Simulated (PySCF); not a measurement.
**Relaxation of singlet MnNCl₄**

Computed with PBE0 in PySCF with Mn def2-SVP, N def2-SVP, Cl def2-SVP; no relativity; density-fitted integrals. A (50,194) grid was used.

A hand-made trigonal bipyramidal (ligand arrangement 2) start, of C3v symmetry, held to at least that symmetry:

```xyz
6
charge 0 multiplicity 1, angstrom
Mn    0.0000    0.0000   -0.2544
N     0.0000    0.0000   -1.9044
Cl    0.0000    0.0000    1.9256
Cl    2.1800    0.0000   -0.2544
Cl   -1.0900    1.8879   -0.2544
Cl   -1.0900   -1.8879   -0.2544
```

Task: What does it relax to?

Result: It ends at C3v with Mn–Cl 2.146 Å (×3), Mn–Cl 2.270 Å, Mn–N 1.491 Å; Cl–Mn–Cl 88.5° (×3), Cl–Mn–Cl 119.9° (×3), Cl–Mn–N 91.5° (×3), Cl–Mn–N 180.0°. The frequency run here used a shortcut that can spoil soft modes, so no verdict on minimum or saddle point is given. Other isomers or separated fragments may lie lower.

Task: How much energy is released, and in how many steps?

Result: 54.2 kJ/mol in 7 steps.

Stability towards spin polarisation was not tested.

The relaxation took about 80 core-seconds on a shared host.
